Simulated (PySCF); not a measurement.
Species: C5H4BrClO2Si.
Atom-mapped SMILES: `[O:1]=[C:2]([Br:3])[c:4]1[o:5][c:6]([Cl:7])[cH:8][c:9]1[SiH3:10]` (hydrogens: H11 on C8; H12, H13, H14 on Si10)

Structure used (PBE0-D3(BJ)/def2-SVP), in Å, numbered top down from 1:
```xyz
14
C5H4BrClO2Si angstrom
O     -3.6515    0.7196   -0.2741
C     -2.5304    1.0618   -0.0504
Br    -2.1336    2.7913    0.7309
C     -1.3725    0.2388   -0.3364
O     -0.1151    0.6679   -0.0715
C      0.7081   -0.3095   -0.4519
Cl     2.3635   -0.0480   -0.2405
C      0.0180   -1.3804   -0.9624
C     -1.3601   -1.0266   -0.8888
Si    -2.8633   -2.0350   -1.4061
H      0.4539   -2.3016   -1.3409
H     -3.7319   -2.3062   -0.2276
H     -2.3343   -3.3259   -1.9409
H     -3.6219   -1.3287   -2.4746
```

Computed with PySCF at CAM-B3LYP/def2-SVPD, non-relativistic, on one gas-phase PBE0-D3(BJ)/def2-SVP geometry that isn't relaxed in the solvent. The solvent is an IEF-PCM continuum (Bondi radii, 1.10 Å for H, scaled by 1.2), and excitations are vertical TDDFT with non-equilibrium linear response and a frozen core. Only the electrostatic response of the medium enters. Spin–orbit coupling is left out although an atom past zinc is present.

Gas-phase singlets (H = HOMO, L = LUMO):

```json
{"state": "S1", "E (eV)": "4.479", "λ (nm)": "277", "f": "0.000", "leading configurations": "H-1→L 59%, H-3→L 32%"}
{"state": "S2", "E (eV)": "4.575", "λ (nm)": "271", "f": "0.353", "leading configurations": "H→L 97%"}
{"state": "S3", "E (eV)": "5.322", "λ (nm)": "233", "f": "0.000", "leading configurations": "H-3→L 61%, H-1→L 35%"}
{"state": "S4", "E (eV)": "5.629", "λ (nm)": "220", "f": "0.012", "leading configurations": "H-2→L 88%"}
{"state": "S5", "E (eV)": "5.949", "λ (nm)": "208", "f": "0.091", "leading configurations": "H-4→L 90%"}
```

**Question.** How does the list change in chloroform (ε = 4.711)?

**Answer.** 
```json
{"state": "S1", "E (eV)": "4.387", "λ (nm)": "283", "f": "0.447", "leading configurations": "H→L 97%", "change by rank (eV)": "-0.092"}
{"state": "S2", "E (eV)": "4.587", "λ (nm)": "270", "f": "0.000", "leading configurations": "H-1→L 64%, H-4→L 27%", "change by rank (eV)": "+0.012"}
{"state": "S3", "E (eV)": "5.461", "λ (nm)": "227", "f": "0.000", "leading configurations": "H-4→L 66%, H-1→L 30%", "change by rank (eV)": "+0.139"}
{"state": "S4", "E (eV)": "5.728", "λ (nm)": "216", "f": "0.004", "leading configurations": "H-2→L 89%", "change by rank (eV)": "+0.099"}
{"state": "S5", "E (eV)": "5.826", "λ (nm)": "213", "f": "0.167", "leading configurations": "H-3→L 93%", "change by rank (eV)": "-0.123"}
```

**Question.** The ground-state energy changes by -0.117 eV from gas to chloroform. By how much does the total energy of gas-phase S2 change?

**Answer.** E(S2) = E(S0) + excitation energy, so it changes by -0.117 − 0.188 = -0.305 eV: it is lowered more than the ground state, which is what a red shift means. This is the vertical state, with the slow part of the continuum still set for S0.

**Question.** How do the frontier levels move from gas to chloroform?

**Answer.** 
| orbital | gas (eV) | solvent (eV) | change (eV) | Löwdin shares, gas | Löwdin shares, solvent |
| --- | --- | --- | --- | --- | --- |
| LUMO+2 | 0.88 | 1.06 | +0.18 | Si10 26 %, Cl7 12 %, C8 12 %, Br3 8 % | Si10 27 %, Cl7 11 %, C8 9 %, Br3 9 % |
| LUMO+1 | 0.58 | 0.57 | -0.01 | Br3 62 %, C2 22 %, O1 6 % | Br3 63 %, C2 22 %, O1 6 % |
| LUMO | -1.52 | -1.45 | +0.07 | C2 21 %, O1 18 %, C9 15 %, C4 10 % | C2 22 %, O1 18 %, C9 15 %, C6 10 % |
| HOMO | -8.74 | -8.58 | +0.16 | C4 23 %, C6 19 %, Cl7 17 %, C8 13 % | C4 23 %, C6 19 %, Cl7 17 %, C8 13 % |
| HOMO-1 | -9.80 | -9.88 | -0.08 | Br3 64 %, O1 24 %, C2 5 % | Br3 59 %, O1 27 %, C2 5 % |
| HOMO-2 | -10.10 | -10.18 | -0.08 | Br3 78 %, C2 10 %, O1 10 % | Br3 71 %, O1 10 %, C2 9 % |
| HOMO-3 | -10.24 | -10.23 | +0.01 | Br3 47 %, O1 26 %, C2 12 %, C4 6 % | C9 21 %, C8 20 %, O5 14 %, Si10 9 % |

The HOMO–LUMO gap goes from 7.22 to 7.13 eV. Rows go by rank; for HOMO-3 and HOMO-2 the atom shares or the degeneracy differ between the runs, so the row needn't follow one orbital.
